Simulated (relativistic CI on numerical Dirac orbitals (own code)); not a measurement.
## Spin-allowed bands of a d8 ion in an octahedral site, by hand

Problem. Take Δ = 12880 cm⁻¹ and B = 560 cm⁻¹ for a d8 ion in an octahedral site. Calculate the three spin-allowed bands.

Working.
1. The terms of highest spin are 3F (energy 0) and 3P (15B = 8400 cm⁻¹). Here the F term splits into A2 at −1.2Δ = -15456, T2 at −0.2Δ = -2576 and T1 at +0.6Δ = 7728 cm⁻¹.
2. The two T1 states mix through the element 0.4Δ: H = [[7728, 5152], [5152, 8400]], with roots ½(H₁₁ + H₂₂) ∓ ½√[(H₂₂ − H₁₁)² + 4H₁₂²] = ½(16128) ∓ ½(10326) = 2901 and 13227 cm⁻¹.
3. The ground term is 3A2 at -15456 cm⁻¹.
4. Bands: 3T2 12880 cm⁻¹ (776 nm), 3T1(F) 18357 cm⁻¹ (545 nm), 3T1(P) 28683 cm⁻¹ (349 nm).

Check. Exact diagonalisation of the whole d8 shell with these parameters gives 3T2 12880, 3T1 18357, 3T1 28683 cm⁻¹. The match is exact, since without spin-orbit coupling no other term has this spin. The ratio of the second band to the first, 1.425, depends on Δ/B = 23.0 alone, which is how a Tanabe-Sugano diagram is read.
